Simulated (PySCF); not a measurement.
## Assigning NMR signals

Geometry:
| atom | x (Å) | y (Å) | z (Å) |
| --- | --- | --- | --- |
| C1 | -2.582 | 0.405 | -0.301 |
| N2 | -1.697 | -0.384 | -1.104 |
| C3 | -0.495 | -0.600 | -0.822 |
| C4 | 0.336 | -0.147 | 0.358 |
| C5 | 0.169 | -1.164 | 1.489 |
| N6 | 1.729 | -0.102 | -0.061 |
| C7 | 2.020 | 1.011 | -0.940 |
| H8 | -2.107 | 0.992 | 0.492 |
| H9 | -3.309 | -0.272 | 0.153 |
| H10 | -3.127 | 1.070 | -0.972 |
| H11 | 0.049 | -1.234 | -1.515 |
| H12 | -0.010 | 0.845 | 0.709 |
| H13 | -0.879 | -1.259 | 1.762 |
| H14 | 0.731 | -0.851 | 2.367 |
| H15 | 0.539 | -2.133 | 1.164 |
| H16 | 2.329 | -0.054 | 0.758 |
| H17 | 1.419 | 0.915 | -1.843 |
| H18 | 3.073 | 0.978 | -1.215 |
| H19 | 1.803 | 1.993 | -0.488 |

Equivalent nuclei averaged, a single conformation, no solvent, non-relativistic. Coordinates at the GFN2-xTB level; NMR shieldings at PBE0/pcSseg-1/GIAO; PySCF 2.14.0 with density-fitted response routines.

Shifts are taken against calculated references (same method and geometry level): TMS for 13C and 1H.

(1) Assign these signals to the numbered atoms. 13C{1H} NMR (computed): δ 176.9, 54.0, 42.1, 38.6, 20.2.

(2) Assign these signals to the numbered atoms. 1H NMR (500 MHz, computed): δ 7.70 (d, 1H), 3.66 (s, 3H), 3.62 (m, 1H), 2.56 (s, 3H), 1.03 (d, 3H), 0.15 (br s, 1H).

## Answers

(1) 
```tsv
δ (ppm)	atoms	environment	reason
176.9	C3	C=N carbon	–
54.0	C4	sp3 CH bonded to N	pulled downfield by the heteroatom
42.1	C1	methyl carbon bonded to N	deshielded by the electronegative neighbour
38.6	C7	methyl carbon bonded to N	–
20.2	C5	methyl carbon	a saturated carbon with 1 carbon neighbour and no heteroatom attached
```

(2) 
7.70 → H11, hydrogen on a C=N carbon
3.66 → H8/H9/H10, hydrogen on a methyl carbon bonded to N: its carbon carries N, an electronegative neighbour
3.62 → H12, hydrogen on an sp3 CH bonded to N: its carbon carries N, an electronegative neighbour
2.56 → H17/H18/H19, hydrogen on a methyl carbon bonded to N: its carbon carries N, which withdraws density
1.03 → H13/H14/H15, hydrogen on a methyl carbon
0.15 → H16, hydrogen on an amine nitrogen: exchangeable; this is the value without hydrogen bonding to other molecules

H8/H9/H10 and H12 lie closer than the usual error of such a calculation, so a measured spectrum could show them in the other order.

OH/NH shifts are gas-phase values; hydrogen bonding in solution moves them, usually downfield. Shifts are as computed. Against solution values, carbons near 30 ppm lie about +3 ppm off and those near 130 ppm about +5 ppm. Of 1211 compounds with measured shifts, 218 miss one by over three times the rms of a fit or turn the order of signals round; such compounds aren't used in these exercises. No couplings were computed; multiplicities are counted from neighbouring protons, with m where these are inequivalent, close in shift, in a saturated or five-membered ring or joined by F or P, and br s for small geminal =CH2 splittings.
